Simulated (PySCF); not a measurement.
C₆H₁₄S, SMILES C(C(C)(C)C)CS, GFN2-xTB optimised geometry.

```
21

C     -0.65    -2.02     1.21
C     -0.14    -1.24     0.00
C     -0.64    -1.93    -1.28
C      1.39    -1.24     0.00
C     -0.69     0.20     0.00
C     -0.27     1.05     1.18
S     -1.09     2.68     1.16
H     -1.74    -1.98     1.26
H     -0.36    -3.07     1.14
H     -0.25    -1.63     2.14
H     -0.28    -2.95    -1.32
H     -0.28    -1.40    -2.16
H     -1.73    -1.94    -1.31
H      1.76    -2.26    -0.11
H      1.78    -0.84     0.93
H      1.77    -0.64    -0.82
H     -0.37     0.69    -0.92
H     -1.78     0.15    -0.02
H     -0.58     0.61     2.13
H      0.81     1.22     1.21
H     -0.61     3.07    -0.02
```

Density from PBE/def2-SVP (PySCF) at that geometry.

Minimum of the electron density along straight lines between bonded atoms, close to the bond critical point (lines longer than 1.1 times the sum of covalent radii, or with two minima, are not listed):

```
bond    length / Å  ρ at the minimum / e bohr⁻³  ∇²ρ there / e bohr⁻⁵  position (fraction from the first atom)
------  ----------  ---------------------------  --------------------  ---------------------------------------
C1–C2        1.530                        0.241                 -0.52                                     0.50
C2–C3        1.533                        0.240                 -0.52                                     0.50
C2–C4        1.530                        0.241                 -0.52                                     0.50
C2–C5        1.541                        0.237                 -0.51                                     0.50
C5–C6        1.520                        0.245                 -0.54                                     0.49
C6–S7        1.829                          ___                 -0.28                                     0.46
C1–H8        1.088                        0.274                 -0.98                                     0.63
C1–H9        1.088                        0.274                 -0.98                                     0.63
C1–H10       1.087                        0.274                 -0.98                                     0.63
C3–H11       1.088                        0.274                 -0.98                                     0.63
C3–H12       1.088                        0.274                 -0.98                                     0.63
C3–H13       1.088                        0.274                 -0.98                                     0.63
C4–H14       1.088                        0.274                 -0.98                                     0.63
C4–H15       1.087                        0.274                 -0.99                                     0.63
C4–H16       1.088                        0.274                 -0.98                                     0.63
C5–H17       1.094                        0.272                 -0.96                                     0.62
C5–H18       1.093                        0.274                 -0.99                                     0.63
C6–H19       1.088                        0.277                 -1.02                                     0.64
C6–H20       1.089                        0.278                 -1.03                                     0.64
S7–H21       1.332                          ___                 -0.28                                     0.50
```

Problem. What belongs in the gaps?

Solution. 
- C6–S7, ρ at the minimum / e bohr⁻³: 0.174
- S7–H21, ρ at the minimum / e bohr⁻³: 0.215
